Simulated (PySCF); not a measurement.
## Energy of Cu⁺ (copper, charge +1) between two integer charges

The 3d beta orbital of [Ar] 3d10 is emptied in steps (occupation f), with all orbitals relaxed, ending at [Ar] 3d9. All numbers are calculated (PySCF 2.14, the non-relativistic Hamiltonian (point nucleus), in aug-pcseg-2). The exact energy is a straight line in f; departures are measured from the line between the end points of the same method.

| f | wB97X (eV) | CAM-B3LYP (eV) |
| --- | --- | --- |
| 1 | 0.000 | 0.000 |
| 0.9 | -0.179 | -0.277 |
| 0.7 | -0.434 | -0.662 |
| 0.5 | -0.534 | -0.807 |
| 0.3 | -0.461 | -0.692 |
| 0.1 | -0.202 | -0.303 |
| 0 | 0.000 | 0.000 |

```
   method  E(f=0) − E(f=1) (eV)  −ε at f=1 (eV)  −ε at f=0.5 (eV)
    wB97X                20.473          18.523            20.393
CAM-B3LYP                20.720          17.687            20.631
```

Orbital energy along the path (eV):

| f | wB97X | CAM-B3LYP |
| --- | --- | --- |
| 1 | -18.523 | -17.687 |
| 0.9 | -18.844 | -18.224 |
| 0.7 | -19.569 | -19.379 |
| 0.5 | -20.393 | -20.631 |
| 0.3 | -21.294 | -21.967 |
| 0.1 | -22.248 | -23.382 |
| 0 | -22.730 | -24.120 |

Reference removal energy between the ground levels: 20.292 eV (measured; NIST Atomic Spectra Database, ionization energies). The calculation has no spin-orbit coupling.
